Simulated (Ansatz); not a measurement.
Frontier orbitals of `[NH2][GeH]([Cl])[Cl]`.

The species carries charge 0 and has multiplicity 1. Correlated methods include outer-core shells of Ge, which these sets cover unevenly. Scalar relativity is left out up to krypton. All single points use the PBE0-D4/def2-TZVP geometry. It is one conformer, not always the lowest. Basis def2-TZVPP, Ansatz 0.2.0.

Orbital energies of one run (eV). Highest occupied ones, from the top: -6.57, -7.53, -7.55, -7.68, -7.91, -9.57, -9.60, -10.41, -12.44, -13.75, -19.96, -20.34, -21.53, -31.16. Empty: -1.36, -0.41, -0.29, 0.82, 1.58, 1.83.

Question: Which functional gave them?
A. BLYP
B. ωB97X-V
C. LC-ωPBE
D. CAM-B3LYP

Answer: A. HOMO energies: BLYP -6.57, CAM-B3LYP -9.62, LC-ωPBE -11.05, ωB97X-V -10.67 eV.

LC-ωPBE has ω = 0.4 bohr⁻¹.
